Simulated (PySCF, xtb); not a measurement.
hexane (C6H14), SMILES CCCCCC.

GFN2-xTB run with xtb at its own geometry gives an orbital gap of 13.17 eV and a dipole moment of 0.04 D.

Geometry optimised at B3LYP-D3(BJ)/def2-SVP. The values are those of a single conformer.

Q: What does M06-2X/def2-TZVP (PySCF) give? (The exact figures need the calculation; the answer reports its results.)

A: gap 11.74 eV (levels -9.92 and 1.82 eV), dipole 0.11 D.
